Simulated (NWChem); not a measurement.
System: SiCl₃F; SMILES F[Si](Cl)(Cl)Cl

```xyz
5

F      0.0000     0.0000     1.8389
Si     0.0000     0.0000     0.2364
Cl     1.7675     0.7617    -0.4007
Cl    -1.5434     1.1498    -0.4007
Cl    -0.2241    -1.9115    -0.4007
```
Atoms are numbered in this order, from 1.

The geometry was optimised at PBE0/def2-SVP.

Q: List the 4 lowest vertical singlet excitations from PBE/def2-SVPD, TDA (NWChem).

A: 
```csv
state,energy (eV),oscillator strength,leading excitation (squared amplitude)
S1,6.68,0.000,HOMO → LUMO (0.99)
S2,6.96,0.016,HOMO−1 → LUMO (0.98)
S3,6.96,0.016,HOMO−2 → LUMO (0.98)
S4,7.61,0.026,HOMO−3 → LUMO (0.86)
```
